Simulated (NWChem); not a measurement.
Molecule: CHBrF2; SMILES FC(F)Br

```xyz
5

F     -0.1465     1.5091     1.0796
C      0.3773     0.9435     0.0000
F     -0.1465     1.5091    -1.0796
Br    -0.0197    -0.9569     0.0000
H      1.4720     1.0554     0.0000
```
Atoms are numbered in this order, from 1.

Program: NWChem. Geometry optimised at PBE0/def2-SVP; all other runs use it. Pople sets run with spherical d functions. This build's default masses of Se (78.918 u) and Br (79.917 u) are each other's, which moves their modes by up to 0.6 %. Vzz has the sign of the potential's second derivative.

```json
[
 {"quantity": "vertical ionisation energy, ΔSCF (eV)", "level": "PBE/6-31G*", "value": "11.12"},
 {"quantity": "cavity-dispersion-structure term (kcal/mol) in cyclohexanone", "level": "PBE/6-31G*, SMD", "value": "-0.5"},
 {"quantity": "isotropic polarisability (bohr³) at 589 nm", "level": "B3LYP/STO-3G", "value": "12.3"},
 {"quantity": "dipole (D)", "level": "PW91/6-31G*", "value": "1.36"},
 {"quantity": "Vzz Br4 (a.u.)", "level": "PBE/cc-pVTZ", "value": "6.706"},
 {"quantity": "highest harmonic frequency (cm⁻¹)", "level": "PBE0/def2-SVP", "value": "3150"}
]
```
